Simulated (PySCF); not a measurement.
Species: C3H7BO.
Bonds: C1–C2 (double), C2–B3, B3–O4, O4–C5. Hydrogens: H6, H7 on C1; H8 on C2; H9 on B3; H10, H11, H12 on C5.

Torsions of this conformer, `[CH2:1]=[CH:2][BH:3][O:4][CH3:5]`: C1–C2–B3–O4 180°, C2–B3–O4–C5 -179°.

The closed-shell ground state was solved at several levels (PySCF, density fitting, gas phase, non-relativistic). Geometry: PBE0-D3(BJ)/def2-SVP, one conformer, isolated molecule.

```json
{"level": "HF/pcSseg-2", "basis functions": "278", "total energy (Eh)": "-217.3230", "HOMO (eV)": "-10.22", "LUMO (eV)": "2.45", "gap (eV)": "12.67", "dipole (D)": "0.87"}
{"level": "PBE0/pcSseg-1", "basis functions": "120", "total energy (Eh)": "-218.3272", "HOMO (eV)": "-7.83", "LUMO (eV)": "-1.01", "gap (eV)": "6.82", "dipole (D)": "0.97"}
{"level": "B3LYP/pcJ-1", "basis functions": "205", "total energy (Eh)": "-218.6421", "HOMO (eV)": "-7.57", "LUMO (eV)": "-1.20", "gap (eV)": "6.37", "dipole (D)": "0.95"}
```

Problem. Estimate the row for PBE0/def2-SVPD, a basis of 159 functions; the other rows only guide the guess.

Solution. Total energy -218.2034 Eh, HOMO -7.89 eV, LUMO -1.08 eV, gap 6.81 eV, dipole 0.79 D.

Problem. Over all these levels, which gives the widest orbital gap and which the narrowest?

Solution. HF/pcSseg-2 (Hartree–Fock, all exact exchange) has the widest, 12.67 eV, and B3LYP/pcJ-1 (global hybrid, 20 % exact exchange) the narrowest, 6.37 eV. Functional and basis both differ between the two, so the spread mixes both effects. The HOMO need not be the same orbital at Hartree–Fock and at DFT levels.

Problem. How far do the dipole and the HOMO energy spread over the levels?

Solution. The dipole runs from 0.79 to 0.97 D (mean 0.90 D) and the HOMO from -10.22 to -7.57 eV.
